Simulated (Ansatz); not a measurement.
Geometry optimisation, RKS CAM-B3LYP-D4/def2-SVP in Ansatz.

Input:

```yaml
crystal:
  periodic: [false, false, false]
  atoms:
    - { symbol: B, position_ang: [-0.107673, -0.538628, -0.43221] }
    - { symbol: F, position_ang: [-0.057892, 0.169408, 1.982801] }
    - { symbol: F, position_ang: [1.054632, 0.017656, -0.618575] }
    - { symbol: Cl, position_ang: [-1.575776, 0.244856, -0.91988] }
    - { symbol: Cl, position_ang: [-0.140016, -2.25909, 0.170878] }
    - { symbol: H, position_ang: [-0.061675, -0.723502, 2.228586] }
basis:
  gaussian: { orbitals: def2-SVP }
hamiltonian:
  xc: cam_b3lyp
  dispersion: d4
relax:
  f_tol: 0.03
  max_steps: 50
output:
  orbitals: {}
```

Command:

```bash
$ ansatz run input.yaml --threads 2 --pin off --max-ram 3072MiB --backend cpu --events-out ev --progress --plain --runs-dir out
```

Problem. Where does it end, and by what steps?

Solution. It converged. After 6 steps the energy has fallen by 0.036 eV; F2 moved furthest, 0.06 Å.

```csv
step,energy less start (eV),largest force component (eV/Å),accepted
0,0.0000,1.052,yes
1,-0.0254,0.561,yes
2,-0.0254,0.337,no
3,-0.0327,0.241,yes
4,-0.0356,0.053,yes
5,-0.0361,0.044,yes
6,-0.0362,0.018,yes
```

```xyz
6
Properties=species:S:1:pos:R:3
B -0.109 -0.552 -0.392
F -0.077 0.160 1.922
F 1.053 0.011 -0.588
Cl -1.571 0.245 -0.903
Cl -0.144 -2.227 0.173
H -0.039 -0.727 2.199
```

Time of the run: 25 s on 2 threads of Arm Neoverse N1, on a shared host, peak memory 0.18 GiB.
